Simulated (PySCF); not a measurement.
Structure problem from calculated spectra and properties.

Formula: C4H10OSi3.

- NMR, other nuclei: isotropic shieldings of nuclei other than C and H, by class: 11 (1 O), 438 (1 Si), 456 (2 Si) ppm [GIAO PBE0/pcSseg-1]
- 13C NMR: chemical shifts (computed TMS as zero) by class: 153.4 (1 C), 151.5 (1 C), 130.2 (1 C), 116.2 (1 C) ppm [GIAO PBE0/pcSseg-1]
- Polarisability: 139.5 au [CAM-B3LYP/def2-SVPD]
- 1H NMR: chemical shifts (computed TMS as zero) by class: 7.73 (1 H), 7.00 (1 H), 6.52 (1 H), 4.48 (1 H), 3.65 (6 H) ppm [GIAO PBE0/pcSseg-1]
- Dipole: 1.14 D [CAM-B3LYP/def2-SVPD]
- Rotational structure: rotational constants A, B, C: 1.564, 0.763, 0.614 GHz [PBE0-D3(BJ)/def2-SVP]
- XPS: Si2p3/2 106.1, Si2p3/2 106.3 (×2), C1s 290.2, C1s 290.3, C1s 291.0, C1s 291.4, O1s 539.7, Si1s 1845.8, Si1s 1846.0 (×2) eV [ΔSCF SCAN, pcX-2 on the ionised atom, pcseg-1 elsewhere, spin-free X2C, 2p3/2 from a spin–orbit splitting computed afterwards within the 2p shell]

Electronic properties: PySCF, gas phase, density fitting. Levels stand in brackets. One conformer (not necessarily the lowest) at the PBE0-D3(BJ)/def2-SVP geometry, without solvent, vibrations or thermal averaging. NMR classes are plain means over equivalent atoms (diastereotopic ones count apart unless rotation or inversion swaps them), as if these changed places fast.

**Question.** What is the compound? Reason from the data.

**Answer.** Numbering: `[SiH3:1][SiH:2]([SiH3:3])[c:4]1[cH:5][cH:6][cH:7][o:8]1`. Its formula, C4H10OSi3, gives 3 degrees of unsaturation: 1 ring and 2 π bonds in the structure found (Kekulé form). 4 carbons fall into 4 classes; from least to most shielded: aromatic CH next to a ring oxygen [C7] (153.4 ppm), substituted aromatic carbon [C4] (151.5 ppm), aromatic CH carbon [C5] (130.2 ppm), aromatic CH carbon [C6] (116.2 ppm). Hydrogen classes from least to most shielded: 1 H on an aromatic CH next to a ring oxygen, C7 (7.73 ppm), 1 H on an aromatic CH carbon, C5 (7.00 ppm), 1 H on an aromatic CH carbon, C6 (6.52 ppm), 1 H on an SiH silicon, Si2 (4.48 ppm), 6 H on 2 SiH3 silicons, Si1/Si3 (3.65 ppm). The other shieldings belong to: 11 ppm, furan-type oxygen [O8]; 438 ppm, SiH silicon [Si2]; 456 ppm, SiH3 silicon [Si1/Si3]. The core levels belong to: Si2p3/2 106.1 eV, SiH silicon [Si2]; Si2p3/2 106.3 eV, SiH3 silicon [Si1/Si3]; C1s 290.2 eV, aromatic CH carbon [C5]; C1s 290.3 eV, aromatic CH carbon [C6]; C1s 291.0 eV, substituted aromatic carbon [C4]; C1s 291.4 eV, aromatic CH next to a ring oxygen [C7]; O1s 539.7 eV, furan-type oxygen [O8]; Si1s 1845.8 eV, SiH silicon [Si2]; Si1s 1846.0 eV, SiH3 silicon [Si1/Si3]. By its constants the optimised geometry is an asymmetric top. Structure: `c1oc(cc1)[SiH]([SiH3])[SiH3]`. The assignments are read from this structure; whether some other isomer fits the data as well wasn't checked.

Conformer computed: `[SiH3:1][SiH:2]([SiH3:3])[c:4]1[cH:5][cH:6][cH:7][o:8]1`: Si1–Si2–C4–C5 -118°.
